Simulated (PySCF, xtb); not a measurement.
CH₅BClN, SMILES B(Cl)NC. Atoms are numbered in the order given.

```xyz
9

B      0.5556     0.0964     0.0000
Cl    -0.0828     1.7599     0.0000
H      1.7559    -0.0799     0.0000
N     -0.3305    -0.9821     0.0000
C      0.0229    -2.3891     0.0000
H     -1.3364    -0.7891     0.0000
H     -0.3693    -2.9150     0.8976
H     -0.3693    -2.9150    -0.8976
H      1.1245    -2.4914     0.0000
```

Coordinates come from a PBE-D3(BJ)/def2-SVP optimisation. The values are those of a single conformer.

Level of theory: PySCF 2.14.0 with IEF-PCM-M06-2X/def2-SVP.

The values are the electrostatic part of the solvation free energy, E(continuum) − E(gas) at the gas-phase geometry, in a cavity of scaled van der Waals radii (PySCF's table); cavitation and dispersion terms are not included. In vacuum the orbital gap is 10.41 eV. The dipole moment in vacuum is 2.92 D.

Computed values in water (ε = 78.36), toluene (ε = 2.37), n-hexane (ε = 1.88):
| solvent | ε | ΔG(elec) (kcal/mol) | dipole (D) | gap (eV) |
|---|---|---|---|---|
| water | 78.36 | -3.3 | 3.62 | 10.24 |
| toluene | 2.37 | -1.6 | 3.26 | 10.33 |
| n-hexane | 1.88 | -1.2 | 3.18 | 10.35 |

For comparison, GFN2-xTB/ALPB(water) (xtb, at the GFN2-xTB geometry, all terms of that model) gives -4.0 kcal/mol.
